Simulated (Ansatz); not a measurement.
Consider the ligand exchange at the Sn–N bond: `[NH2][SnH]([OH])[Cl]` + HCl → `[OH][SnH]([Cl])[Cl]` + NH₃.

Computed with Ansatz on PBE0-D4/def2-TZVP structures; ΔE is electronic, products minus reactants. CBS: MP2 limit from def2 TZ/QZ plus the TZ coupled-cluster correction, frozen cores. This one scheme is used for every species. DFT in def2-TZVPP. B3LYP here is the variant with VWN-RPA as its local correlation; programs differ in this. HSE06 is defined as in plane-wave codes. Elements past krypton have def2 core potentials. For Sn outer-core shells are correlated without core-valence functions, which leaves a few kJ/mol of doubt a bond. Each species was taken in one conformer, which may not be the lowest.

```
             level  ΔE (kcal/mol)  difference from CCSD(T)/CBS
           BLYP-D4          -20.6                         -0.4
            B97M-V          -22.3                         -2.1
        r2SCAN0-D4          -21.6                         -1.4
           ωB97X-V          -20.6                         -0.4
            B2PLYP          -20.5                         -0.3
          PBE-QIDH          -20.8                         -0.6
              BLYP          -20.8                         -0.6
            r2SCAN          -21.3                         -1.1
             B3LYP          -21.2                         -1.0
             HSE06          -21.3                         -1.1
             BHLYP          -21.8                         -1.6
     HF/def2-TZVPP          -22.8                         -2.6
    MP2/def2-TZVPP          -19.4                          0.8
   CCSD/def2-TZVPP          -19.2                          1.0
CCSD(T)/def2-TZVPP          -19.0                          1.2
    MP2/def2-QZVPP          -20.2                          0.0
       CCSD(T)/CBS          -20.2                            0
```

Largest T1 diagnostic among the species: 0.013.

From BLYP to BHLYP (50 % exact exchange), in def2-TZVPP and without D4, ΔE moves by −1.0 kcal/mol. Leaving LDA and LC-ωPBE aside and taking each functional with its dispersion term where it has one, the values, not all of them listed here, spread over 1.9 kcal/mol, from B97M-V to revPBE-D4. LDA lies +1.4 kcal/mol from PBE without D4.
